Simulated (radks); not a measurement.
Values are calculated unless marked as measured or tabulated.
Er I, configuration [Xe] 4f12 6s2. Code: a radial shooting solver on a logarithmic mesh with Libxc functionals. Model: scalar-relativistic Kohn-Sham, PBEsol, spin-polarised, spherical densities, finite nucleus; open shells are filled with parallel spins first (spin-orbit coupling, left out, can overturn this in heavy ions); Fermi nuclear charge, rms radius 5.2516 fm; hard spherical wall at 6 bohr.

Normalised radial functions P(r) = r R(r), r in bohr:

r	5s down	5d down
0.001307	0.0604	0.0000
0.001509	0.0674	0.0000
0.001743	0.0750	0.0000
0.002013	0.0832	0.0000
0.002325	0.0920	0.0000
0.002685	0.1013	0.0000
0.0031	0.1110	0.0000
0.003552	0.1204	0.0001
0.004102	0.1304	0.0001
0.004738	0.1400	0.0002
0.005471	0.1490	0.0002
0.006319	0.1567	0.0003
0.007297	0.1624	0.0005
0.008428	0.1654	0.0007
0.009655	0.1647	0.0010
0.01115	0.1594	0.0015
0.01288	0.1481	0.0022
0.01487	0.1297	0.0032
0.01718	0.1033	0.0047
0.01984	0.0681	0.0067
0.02291	0.0242	0.0095
0.02625	-0.0243	0.0131
0.03031	-0.0812	0.0183
0.03501	-0.1397	0.0252
0.04043	-0.1943	0.0342
0.04669	-0.2373	0.0456
0.05392	-0.2601	0.0597
0.06227	-0.2538	0.0762
0.07134	-0.2149	0.0935
0.08239	-0.1360	0.1127
0.09516	-0.0227	0.1305
0.1099	0.1116	0.1442
0.1269	0.2439	0.1499
0.1466	0.3434	0.1435
0.1693	0.3782	0.1212
0.1939	0.3302	0.0838
0.224	0.1884	0.0275
0.2587	-0.0266	-0.0415
0.2987	-0.2668	-0.1142
0.345	-0.4656	-0.1785
0.3984	-0.5564	-0.2208
0.4601	-0.4958	-0.2296
0.5272	-0.2966	-0.2013
0.6088	0.0257	-0.1332
0.7031	0.3924	-0.0327
0.812	0.7234	0.0886
0.9378	0.9537	0.2169
1.083	1.0494	0.3393
1.251	1.0123	0.4450
1.433	0.8826	0.5229
1.655	0.6900	0.5788
1.911	0.4870	0.6074
2.207	0.3098	0.6115
2.549	0.1769	0.5949
2.944	0.0901	0.5601
3.4	0.0405	0.5045
3.895	0.0167	0.4276
4.499	0.0055	0.3144
5.195	0.0015	0.1713
6	0.0000	0.0000

5s down: eigenvalue -49.307 eV, 4 radial nodes at r = 0.0246, 0.0976, 0.254, 0.603 bohr, <r> = 1.26 bohr, 90 % of the charge inside 1.82 bohr. 5d down (empty): eigenvalue 1.430 eV, 2 radial nodes at r = 0.238, 0.732 bohr, <r> = 2.67 bohr, 90 % of the charge inside 4.10 bohr.
